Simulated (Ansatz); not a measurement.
Reaction (redistribution): `[F][Al]([Cl])[SeH]` + `SC[SiH2]S` → `S[SiH2]C[SeH]` + `[F][Al]([SH])[Cl]`

Calculated with Ansatz (gas phase, PBE0-D4/def2-TZVP geometries, no zero-point term in ΔE). CCSD(T)/CBS adds triple-zeta CCSD(T) − MP2 to the extrapolated MP2 energy (def2 sets, frozen cores). DFT in def2-TZVPP. B3LYP here is the variant with VWN-RPA as its local correlation; programs differ in this. For Se outer-core shells are correlated without core-valence functions, which leaves a few kJ/mol of doubt a bond. Scalar relativity is left out up to krypton. One conformer a species, not always the lowest.

Task: Is it downhill or uphill in electronic energy at CCSD(T)/CBS, and by how much? (Estimate.)

Result: Ansatz gave: Uphill: ΔE = +0.04 eV.

Task: What do these levels give: PBE-D4, r2SCAN-D4, PBE0-D4, B3LYP-D4, PBE, r2SCAN, B3LYP, HF/def2-TZVPP, CCSD/def2-TZVPP, CCSD(T)/def2-TZVPP, HF/CBS(def2), CCSD/CBS(def2)? (An estimate is asked.)

Result: The calculation gave: PBE-D4 0.06, r2SCAN-D4 0.04, PBE0-D4 0.06, B3LYP-D4 0.04, PBE 0.05, r2SCAN 0.04, B3LYP 0.01, HF/def2-TZVPP 0.01, CCSD/def2-TZVPP -0.01, CCSD(T)/def2-TZVPP -0.01, HF/CBS(def2) 0.01, CCSD/CBS(def2) 0.03 eV.

Largest T1 diagnostic among the species: 0.011.
